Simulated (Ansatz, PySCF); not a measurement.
Complex: C2H2 (SMILES C#C) (first 4 atoms) with N2 (SMILES N#N); geometry from B3LYP-D3(BJ)/def2-TZVP, rigid monomers moved along the line of their centres of mass till H4···N6 is 3.63 Å.
(charge 0, multiplicity 1):
```xyz
6

C     -0.4374     0.4278    -1.0306
C     -0.0409     0.0401     0.0303
H     -0.7903     0.7730    -1.9716
H      0.3088    -0.3019     0.9744
N      0.6010    -0.5901     5.6586
N      0.6747    -0.6610     4.5728
```

Counterpoise-corrected where a basis set is named; no monomer relaxation.

Frozen-core correlation. CBS(a, b) extrapolates the correlation energy as X⁻³ and adds the Hartree–Fock energy of set b.

The values were computed with Ansatz (Gaussian orbitals); PySCF for the dispersion terms. Values without a source in brackets are computed.

PBE/def2-TZVPPD gives -0.27 kcal/mol for the interaction energy.

**Question.** Where do these levels fall relative to PBE: PBE-D3(BJ)/def2-TZVPPD, r2SCAN/def2-TZVPPD, PBE0/def2-TZVPPD, wB97M-V/def2-TZVPPD, MP2/CBS(aug-cc-pVDZ, aug-cc-pVTZ), MP2/CBS(aug-cc-pVDZ, aug-cc-pVTZ) + ΔCCSD(T)/aug-cc-pVDZ.

**Answer.** PBE-D3(BJ)/def2-TZVPPD -0.12; r2SCAN/def2-TZVPPD 0.07; PBE0/def2-TZVPPD 0.03; wB97M-V/def2-TZVPPD -0.03; MP2/CBS(aug-cc-pVDZ, aug-cc-pVTZ) -0.08; MP2/CBS(aug-cc-pVDZ, aug-cc-pVTZ) + ΔCCSD(T)/aug-cc-pVDZ -0.05 kcal/mol. 2 of 6 lie above PBE; the widest gap is to PBE-D3(BJ)/def2-TZVPPD.

Ansatz is a first-principles code.
